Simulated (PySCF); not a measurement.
Trend along group 15: MBr anions

PBE with triple-zeta basis sets in PySCF, for the lowest determinant that a PBE0 search found; no spin–orbit coupling. De refers to high-spin ground-configuration atoms (the charge goes to the atom of lower measured ionisation energy or higher electron affinity, which is not always the lowest computed limit). A positive dipole points towards Br; it is taken about the centre of mass and depends on that origin.

```json
{"M": "P", "basis": "def2-TZVPPD", "charged atom": "Br−", "state (unpaired electrons)": "doublet (π ↑)", "Re (Å)": "2.337", "ωe (cm⁻¹)": "321", "De (eV)": "0.89", "μ (D)": "4.02"}
{"M": "As", "basis": "def2-TZVPPD", "charged atom": "Br−", "state (unpaired electrons)": "doublet (π ↑)", "Re (Å)": "2.461", "ωe (cm⁻¹)": "232", "De (eV)": "0.78", "μ (D)": "1.46"}
{"M": "Sb", "basis": "def2-TZVPPD", "charged atom": "Br−", "state (unpaired electrons)": "doublet (π ↑)", "Re (Å)": "2.660", "ωe (cm⁻¹)": "191", "De (eV)": "0.85", "μ (D)": "0.22"}
```

The shortest bond is that of PBr⁻ (2.337 Å), the longest that of SbBr⁻ (2.660 Å).

Down a group the atoms grow and get heavier, so bonds lengthen and wavenumbers fall; this series shows no clear exception.

These are scalar-relativistic numbers at best; spin–orbit coupling would shift them, the dissociation energy most. For an ion De counts to the pair picked by the measured ionisation energies or electron affinities, which need not be the lowest pair at this level. The highest Kohn–Sham level is positive in some of these anions. Much of that is self-interaction error, but it also means that the finite basis helps to hold the extra electron. States were picked by a PBE0 search and need not be the measured ground states.
